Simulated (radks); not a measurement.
Species: W31+. Configuration: [Kr] 4d7. Method: scalar-relativistic Kohn-Sham, exchange-only LDA, spin-polarised, spherical densities, point nucleus; open shells are filled with parallel spins first (spin-orbit coupling, left out, can overturn this in heavy ions); computed with a radial shooting solver on a logarithmic mesh with Libxc functionals.

Radial electron density D(r) = 4 pi r^2 rho(r):

```
   r/bohr * D(r) (the largest magnitude, 136, reaches the edge; | marks zero)
 0.002582 |           *
 0.002911 |             *
 0.003283 |               *
 0.003701 |                  *
 0.004173 |                    *
 0.004743 |                       *
 0.005348 |                          *
 0.006029 |                             *
 0.006798 |                                *
 0.007665 |                                   *
 0.008642 |                                     *
 0.009744 |                                       *
  0.01107 |                                        *
  0.01249 |                                        *
  0.01408 |                                        *
  0.01587 |                                       *
   0.0179 |                                     *
  0.02018 |                                    *
  0.02293 |                                   *
  0.02586 |                                    *
  0.02916 |                                     *
  0.03287 |                                        *
  0.03706 |                                            *
  0.04179 |                                                *
   0.0475 |                                                    *
  0.05355 |                                                      *
  0.06038 |                                                      *
  0.06808 |                                                   *
  0.07676 |                                                *
  0.08654 |                                            *
  0.09836 |                                         *
   0.1109 |                                          *
    0.125 |                                             *
    0.141 |                                                *
    0.159 |                                                *
   0.1792 |                                             *
   0.2021 |                                      *
   0.2297 |                             *
    0.259 |                      *
    0.292 |                  *
   0.3292 |                  *
   0.3712 |                   *
   0.4185 |                   *
   0.4756 |                *
   0.5363 |           *
   0.6046 |      *
   0.6817 |   *
   0.7686 |*
   0.8667 *
    0.985 *
    1.111 *
    1.252 *
    1.412 *
```

D(r) has 4 maxima, at r = 0.0124, 0.0566, 0.154, 0.393 bohr, and minima at 0.0239, 0.102, 0.309 bohr, inside which lie 1.90, 11.05, 29.16 electrons.
